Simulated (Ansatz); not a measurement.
Hg4Se4. Charge 0, multiplicity 1. Geometry r2SCAN-D4/def2-SVP; atoms count from 1.

Cartesian coordinates in Å:
```
Hg 1.962 1.178 -1.185
Hg -1.058 -0.271 0.837
Hg 0.310 -1.577 -1.882
Hg -3.077 -0.839 3.255
Se -1.908 -1.954 -0.814
Se 0.341 1.391 2.090
Se 0.867 2.858 0.303
Se 2.562 -0.786 -2.603
```

In the def2 sets Hg takes a core potential; there is no spin–orbit coupling. The structure comes from a short search, and lower isomers may exist.

(1) Estimate the Mulliken populations from the PBE0/def2-TZVP orbitals of Ansatz.

(2) And the Mayer bond orders between bonded heavy atoms (over 0.3)?

Results:

(1) 
```csv
atom,charge (e),d electrons
Hg1,0.46,9.88
Hg2,0.46,9.90
Hg3,0.45,9.89
Hg4,0.04,9.99
Se5,-0.46,–
Se6,-0.25,–
Se7,-0.24,–
Se8,-0.46,–
```
Mulliken values and Mayer orders depend strongly on the basis.

(2) Hg1–Se7 0.87 (2.50 Å); Hg1–Se8 0.90 (2.50 Å); Hg2–Se5 0.88 (2.51 Å); Hg2–Se6 0.84 (2.51 Å); Hg3–Se5 0.92 (2.49 Å); Hg3–Se8 0.90 (2.49 Å); Se6–Se7 1.09 (2.37 Å).
